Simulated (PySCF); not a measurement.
# A small calculation by hand: chemical shift, span and skew from a shielding tensor

C3H8SSe, SMILES C(C)(C)[Se]S. Atoms are numbered in the order given.

```xyz
13

Se    -0.3588     0.1003     0.7168
C      0.5798    -1.0867    -0.5616
C      0.9658    -2.3291     0.2247
C      1.7598    -0.3966    -1.2119
H     -0.1755    -1.3456    -1.3203
H      1.4613    -3.0538    -0.4410
H      1.6739    -2.0851     1.0333
H      0.0900    -2.8251     0.6701
H      1.4466     0.5238    -1.7265
H      2.2235    -1.0626    -1.9590
H      2.5233    -0.1322    -0.4638
S     -0.9233     1.7615    -0.6139
H     -2.1050     1.2616    -1.0494
```

Coordinates come from a PBE0-D3(BJ)/def2-SVP optimisation. Other conformers were not sampled.

GIAO shieldings from PySCF with PBE/pcSseg-1, non-relativistic, no solvent. The symmetric part of the tensor of C3 has the principal values 143.9, 147.5, 184.7 ppm. The same nucleus in TMS has σ = 182.0 ppm at this level (PySCF, at its B3LYP-D3(BJ)/def2-TZVP geometry).

### Question
Work out the isotropic shielding, the ¹³C shift against TMS, the span and the skew.

### Answer

σ(iso) = (σ11 + σ22 + σ33)/3 = 158.7 ppm. δ = σ(ref) − σ(iso) = 182.0 − (158.7) = 23.3 ppm.
Span Ω = σ33 − σ11 = 40.8 ppm. Skew κ = 3(σ(iso) − σ22)/Ω = 0.82. Tumbling in solution averages the tensor to δ; in a static solid the shielding alone would spread this spin-1/2 line over Ω.
